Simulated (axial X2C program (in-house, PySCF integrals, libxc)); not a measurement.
Potential curves of SrI⁺, two-component

Calculated with an in-house all-electron X2C program for linear molecules (integrals from PySCF). Two-component (2c) means X2C with spin–orbit coupling and atomic mean-field two-electron Coulomb terms, the Gaunt term switched off. Basis: I dyall-v2z [9s9p7d], Sr dyall-v2z [10s11p7d] (cores contracted in-house); Gaussian nuclei, density fitting, unrestricted open shells. Masses: I 126.904 u, Sr 87.906 u.

State: Ω = 0 (closed shell). Energies in eV from the fragments at the same level (I + Sr+). Fits are polynomials in 1 − R0/R over 0.85 to 1.23 times the lowest point R0.

```csv
R (Å),PBE0,PW91,HF
2.4778,-2.0282,-2.1442,-0.5481
2.5917,-2.5627,-2.6712,-1.2242
2.6771,-2.7898,-2.8959,-1.5393
2.7626,-2.9063,-3.0123,-1.7303
2.8480,-2.9381,-3.0461,-1.8248
2.9477,-2.8955,-3.0082,-1.8425
3.0474,-2.7910,-2.9107,-1.7861
3.1755,-2.5956,-2.7274,-1.6372
3.3322,-2.3012,-2.4523,-1.3800
3.5600,-1.8305,-2.0173,-0.9306
```

Occupations by symmetry block were frozen at the best pattern of an incomplete PBE0 search. Closed shells are restricted here (equal orbitals for both partners); the stretched side of such a curve lies too high. De is counted from the lowest determinant-based energies of the atoms at the same level, without counterpoise correction. The functionals have no current-density term, which raises determinants with orbital currents, atoms included.

Task: What are Re, ωe and De at the PBE0 level?

Result: At PBE0, 2c: Re = 2.844 Å, ωe ≈ 215 cm⁻¹, De = 2.94 eV to I + Sr+; Be follows as 0.0401 cm⁻¹.

Task: Fit the PW91 curve near its minimum: give the equilibrium distance, the harmonic wavenumber and the well depth.

Result: At PW91, 2c: Re = 2.848 Å, ωe ≈ 210 cm⁻¹, De = 3.05 eV to I + Sr+; Be follows as 0.04 cm⁻¹.

Task: What are Re, ωe and De at the HF level?

Result: At HF, 2c: Re = 2.918 Å, ωe ≈ 207 cm⁻¹, De = 1.85 eV to I + Sr+; Be follows as 0.0381 cm⁻¹.
